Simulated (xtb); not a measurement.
C3H8Mg, SMILES C[CH](C)[MgH]. All values are semi-empirical tight-binding results from xtb (GFN2-xTB unless named), good for trends rather than for accurate numbers. Coordinates come from a GFN2-xTB optimisation. The structure was generated by enumeration; whether it is a known compound was not checked.

For metal compounds this method's bond lengths and energies can be far off.

```json
{
 "point_group_as_xtb_finds_it": "Cs",
 "orbital_gap": "2.70 eV",
 "zero_point_energy": "58.6 kcal/mol",
 "G − E(el) at 298.15 K (modified RRHO)": "39.9 kcal/mol"
}
```
